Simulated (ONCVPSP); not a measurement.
Before and after: ONCV potential for Ge (Z = 32)

- Element: Ge
- Generator: ONCVPSP 4.0.1
- Type: optimised norm-conserving Vanderbilt (ONCV)
- Functional: PBE
- Relativity: scalar-relativistic
- Frozen core: [Ar] 3d10
- Valence charge: 4
- Reference configuration: 4s2 (charge +2)
- Partial waves: 4s: rc 1.45 bohr, ncon 3, nbas 7, qcut 3.8 1/bohr, 2 projectors, debl 1.1 Ha; p scattering state at 0.18 Ha: rc 1.25 bohr, ncon 4, nbas 7, qcut 7 1/bohr, 2 projectors, debl 3.9 Ha; d scattering state at 0.07 Ha: rc 1.50 bohr, ncon 3, nbas 6, qcut 5.7 1/bohr, 2 projectors, debl 2.7 Ha
- Local potential: polynomial inside 1.20 bohr (lpopt 4, dvloc0 0 Ha)
- Core correction: none

Change: s: debl 3.65.

Cutoffs: the cutoffs (Ha) at which the residual kinetic energy of the hardest occupied pseudo-wave falls to 1 and 0.1 mHa per electron; they do not see the model core or the augmentation charge, which bear on the density cutoff. Errors are all-electron minus pseudo energies relative to the spin-unpolarised reference configuration.

Q: What does the change do?

A: The potential gets neither clearly harder nor softer (14 Ha and 51 Ha → 14 Ha and 51 Ha); both files keep a bound ghost (d, p); the errors of the 3 common tests hardly move; the range in which the s phases agree widens (upper end 2.2 → 4.0).

| quantity | base | changed |
| --- | --- | --- |
| cutoff, loose | 14 Ha | 14 Ha |
| cutoff, tight | 51 Ha | 51 Ha |
| bound ghosts | p, d | p, d |
| GHOST(+) flags under 300 eV | s at 68.5 eV | s at 109.0 eV |
| tests with a reliable result | 3 of 4 | 3 of 4 |
| error for 4s2 4p2, meV [ΔE -22.88 eV] | +88 | +90 |
| error for 4s2 4p1, meV [ΔE -15.44 eV] | +32 | +33 |
| error for 4s1, meV [ΔE 34.79 eV] | +110 | +110 |
| s: phases at 1.48 bohr within 0.05 rad from the reference energy up to (Ha; the scan ends near 5) | 2.2 | 4.0 |
| p: phases at 1.27 bohr within 0.05 rad from the reference energy up to (Ha; the scan ends near 5) | to the end of the scan | to the end of the scan |
| d: phases at 1.52 bohr within 0.05 rad from the reference energy up to (Ha; the scan ends near 5) | to the end of the scan | to the end of the scan |

 A true bound ghost makes a file unfit for plane-wave use even where its test errors are small: the radial tests pick states by their node count and pass the ghost by.
